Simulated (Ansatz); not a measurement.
Name a neutral molecule of C, Ga, N and H with size of the dipole moment (B3LYP/def2-TZVPP) between 0.80 and 1.10 D and size of the dipole moment (PBE/def2-TZVPP) between 0.45 and 0.75 D (Ansatz, PBE0-D4/def2-TZVP geometry).

`C=C[NH][GaH2]` (0.84 D, 0.73 D); `N=[CH][GaH][NH2]` (0.87 D, 0.66 D). Other molecules can fit too; these were computed, each in one conformer that needn't be the lowest.

B3LYP here is the variant with VWN-RPA as its local correlation; programs differ in this.
